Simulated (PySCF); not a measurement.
An unknown shows these calculated signals:

$^{1}$H NMR (400 MHz, computed): δ 6.22 (m, 1H), 3.50 (d, 1H).

$^{13}$C{$^{1}$H} NMR (computed): δ 161.2 (C), 124.4 (C), 113.5 (CH), 104.1 (CH), 94.2 (C), 84.0 (C), 79.6 (C).

[PySCF 2.14: GFN2-xTB geometry; shielding tensors at PBE0/pcSseg-1 (GIAO); no solvent; equivalent nuclei averaged; one computed conformer; no relativistic terms]

Chemical shifts δ = σref − σ; $^{1}$H, $^{13}$C vs TMS, all at this level.

Task: Which of these does the molecule contain: a three-membered ring, a Si–H bond, a non-aromatic C=C double bond, a C≡C triple bond, a CF3 group, a carboxylic acid?

Result: 
- A three-membered ring: no.
- A Si–H bond: no.
- A non-aromatic C=C double bond: yes.
- A C≡C triple bond: yes (δC 104.1, 79.6; δH 3.50 (d)).
- A CF3 group: yes (δC 124.4).
- A carboxylic acid: no.

The data belong to SMILES C#C/C=C(/F)C#CC(F)(F)F, C$_{7}$H$_{2}$F$_{4}$; they needn't prove each group on their own.

Carbon signals by region: 1 in the far downfield region (above 160 ppm), 3 in the sp2 and nitrile region (100–160 ppm), 3 at 50–100 ppm. Above 160 ppm: 161.2, fully substituted alkene carbon.

Splittings by $^{19}$F in the carbon and heteronuclear signals aren't shown, as no couplings were computed. Shifts are as computed. Against solution values, carbons near 30 ppm lie about +3 ppm off and those near 130 ppm about +5 ppm. Of 1211 compounds with measured shifts, 218 miss one by over three times the rms of a fit or turn the order of signals round; such compounds aren't used in these exercises. Multiplicities follow the n + 1 count of equivalent neighbours, as no J values were calculated; m marks all less simple cases, F and P coupling included.
